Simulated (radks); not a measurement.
Cd+, configuration [Kr] 4d10 5s1.

Method: non-relativistic Kohn-Sham, revTPSS, spin-polarised, spherical densities, point nucleus; open shells are filled with parallel spins first (spin-orbit coupling, left out, can overturn this in heavy ions); meta-GGA in the generalised Kohn-Sham scheme; relativity is left out, which matters for an element this heavy; computed with a radial shooting solver on a logarithmic mesh with Libxc functionals.

Energy parts (hartree):
| part | energy |
|---|---|
| total | -5466.05840 |
| kinetic | 5463.78118 |
| electron-nucleus | -12998.60964 |
| Hartree | 2218.62031 |
| exchange-correlation | -149.85025 |

Orbitals (lengths in bohr, moments of r in powers of bohr; <r^-3> diverges for s and p1/2; r(90%) holds 90 % of the orbital's charge):
| orbital | occ. | eigenvalue (hartree) | <r^2> | <r> | <r^-3> | r(90%) |
|---|---|---|---|---|---|---|
| 1s up | 1 | -943.9356 | 0.001344 | 0.03169 | - | 0.0564 |
| 1s down | 1 | -943.9347 | 0.001344 | 0.03169 | - | 0.0564 |
| 2s up | 1 | -137.4160 | 0.02214 | 0.1373 | - | 0.211 |
| 2s down | 1 | -137.4159 | 0.02214 | 0.1373 | - | 0.211 |
| 2p up | 3 | -127.9937 | 0.01674 | 0.1173 | 3548 | 0.190 |
| 2p down | 3 | -127.9934 | 0.01674 | 0.1173 | 3548 | 0.190 |
| 3s up | 1 | -25.81834 | 0.1570 | 0.3708 | - | 0.545 |
| 3s down | 1 | -25.81781 | 0.1570 | 0.3708 | - | 0.545 |
| 3p up | 3 | -21.99786 | 0.1525 | 0.3627 | 631.2 | 0.544 |
| 3p down | 3 | -21.99733 | 0.1525 | 0.3627 | 631.2 | 0.544 |
| 3d up | 5 | -14.98869 | 0.1331 | 0.3347 | 99.35 | 0.528 |
| 3d down | 5 | -14.98835 | 0.1331 | 0.3347 | 99.35 | 0.528 |
| 4s up | 1 | -3.94286 | 0.9416 | 0.9117 | - | 1.32 |
| 4s down | 1 | -3.94250 | 0.9406 | 0.9114 | - | 1.32 |
| 4p up | 3 | -2.72472 | 1.091 | 0.9760 | 105.3 | 1.44 |
| 4p down | 3 | -2.72351 | 1.088 | 0.9748 | 105.4 | 1.44 |
| 4d up | 5 | -0.77912 | 1.938 | 1.265 | 10.28 | 2.01 |
| 4d down | 5 | -0.77042 | 1.885 | 1.250 | 10.46 | 1.98 |
| 5s up | 1 | -0.46329 | 8.560 | 2.745 | - | 4.05 |
| 5s down | 0 | -0.42199 | 8.800 | 2.780 | - | 4.12 |
| 5p up | 0 | -0.27325 | 13.82 | 3.469 | 6.164 | 5.23 |

The highest occupied level is 5s up at -12.607 eV. The spin density at the nucleus is 11.49 e/bohr^3 (1s 0.06, 2s 0.05, 3s 0.01, 4s 0.01, 5s 11.37). For comparison, the ionisation energy in NIST's Atomic Spectra Database is 16.908 eV (measured). In exact Kohn-Sham theory the highest level is minus the ionisation energy, but local and semilocal functionals leave it too shallow, through self-interaction and a potential that decays too fast; potentials with the right tail come closer. The density falls to 0.001 e/bohr^3 at r = 3.90 bohr. Summed over all electrons, <r^2> = 38.80 bohr^2, which gives a Langevin (diamagnetic) susceptibility term of -30.7 x 10^-6 cm^3/mol. The electron density at the nucleus is 7.771e+04 e/bohr^3.
